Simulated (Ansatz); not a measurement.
H₆MgO₂Si₂ (`[SiH3][O][Mg][O][SiH3]`). The species carries charge 0 and has multiplicity 1. All single points use the PBE0-D4/def2-TZVP geometry. It is one conformer, not always the lowest.

```xyz
11

Si   -3.195    1.146    0.126
O    -1.678    0.599    0.074
Mg   -0.001   -0.003    0.008
O     1.677   -0.605   -0.058
Si    3.195   -1.146   -0.128
H    -3.829    0.854    1.445
H    -3.244    2.623   -0.083
H    -4.035    0.511   -0.931
H     3.601   -1.784    1.158
H     3.358   -2.161   -1.209
H     4.152   -0.034   -0.404
```

Problem. What is the dipole moment at B3LYP/def2-TZVPP? (Best estimate.)

Solution. Ansatz gave: 0.01 D, zero by symmetry or nearly so.

Problem. Give the Mulliken charges with B3LYP, ωB97M-V, PBE in def2-TZVPP. (Estimate.)

Solution. Computed: 
```
atom  B3LYP  ωB97M-V    PBE
 Si1   0.40     0.31   0.32
  O2  -0.65    -0.65  -0.59
 Mg3   1.10     1.08   1.02
  O4  -0.65    -0.65  -0.59
 Si5   0.40     0.31   0.32
  H6  -0.10    -0.06  -0.08
  H7  -0.10    -0.06  -0.08
  H8  -0.10    -0.06  -0.08
  H9  -0.10    -0.06  -0.08
 H10  -0.10    -0.06  -0.08
 H11  -0.10    -0.06  -0.08
```

B3LYP here is the variant with VWN-RPA as its local correlation; programs differ in this.
